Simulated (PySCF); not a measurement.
Gas-phase reaction: 2 SnO + 3 SnF₄ = 4 SnF₃ + SnO₂

Method: PySCF energies plus ideal-gas RRHO corrections (1 bar). † marks an energy on the PBE0/def2-TZVP geometry and frequencies; other levels use their own. MP2 and CCSD(T) freeze the core. Open shells (unrestricted): SnF₃ (multiplicity 2); the rest are closed-shell singlets. B3LYP is the form with VWN-RPA correlation. Sn: scalar-relativistic def2 core potential, no spin-orbit coupling. SnF₃, SnO₂: computed as isolated molecules; such fragments, hydroxides, amides, oligomers or adducts are transient or little studied in the gas. MP2 isn't extrapolated to the basis-set limit; its ΔH°(298 K) is 464.8 kJ in def2-SVP and 458.3 kJ in def2-TZVPP. CCSD(T) isn't extrapolated to the basis-set limit; its ΔH°(298 K) is 453.1 kJ in def2-SVP and 430.0 kJ in def2-TZVPP. The harmonic model lacks anharmonicity and excited electronic states, which grow with temperature; levels with a mode under 35 cm⁻¹ are left out. Warning, large T1 diagnostic: SnO, SnO₂ (CCSD(T)/def2-TZVPP†).

| level | ΔE electronic, kJ | ΔH°(298 K), kJ | ΔS°(298 K), J/K | ΔG°(1800 K), kJ |
|---|---|---|---|---|
| B3LYP/def2-TZVP† | 336 | 331 | 83 | 183 |
| CCSD(T)/def2-TZVPP† | 435 | 430 | 83 | 282 |
| HF/def2-TZVP† | 306 | 301 | 83 | 153 |
| MP2/def2-TZVPP† | 463 | 458 | 83 | 310 |
| PBE/def2-SVP | 309 | 304 | 86 | 151 |
| PBE/def2-TZVP† | 300 | 295 | 83 | 147 |
| PBE0/def2-SVP† | 338 | 333 | 83 | 185 |
| PBE0/def2-TZVP | 335 | 330 | 83 | 182 |
| r2SCAN/def2-TZVP† | 310 | 305 | 83 | 157 |
| ωB97M-V/def2-TZVP† | 373 | 368 | 83 | 220 |
| ωB97X-V/def2-TZVP† | 381 | 376 | 83 | 229 |
ΔH° is lowest at PBE/def2-TZVP† and highest at MP2/def2-TZVPP†. No reference value is set beside these.
